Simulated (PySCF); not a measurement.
PySCF input:

```python
from pyscf import gto, scf, dft

mol = gto.M(
    atom='''
    Si   -0.16443147   -0.22168779    0.01012539
    Cl   -0.05773694    0.77535649   -1.72880977
    Cl    0.02594451    0.86918234    1.68438220
    N     1.50553548   -1.13279236   -0.00577178
    N    -1.35698386   -1.38121373    0.07123770
    H     1.57943627   -1.75387893   -0.81505974
    H     1.61981255   -1.70860798    0.83180448
    H    -1.86679100   -1.67738294   -0.74867887
    H    -1.82563086   -1.63123311    0.93015736
    H     2.29582349   -0.48438555   -0.04297150
    ''',
    basis='def2-tzvpd',
    charge=1,
    spin=0,
    verbose=4,
)

mf = dft.RKS(mol, xc='m062x').density_fit(auxbasis='def2-universal-jkfit')
mf.grids.level = 4
mf.conv_tol = 1e-9
mf.max_cycle = 100
mf.max_memory = 1500
mf.kernel()
if not mf.converged:
    mf = mf.newton()
    mf.kernel(mf.make_rdm1())
mf.analyze()
```

Q: Which total energy does the run end on?

A: -1322.32557 Eh (M06-2X/def2-TZVPD).

It need not be the lowest isomer of its formula.
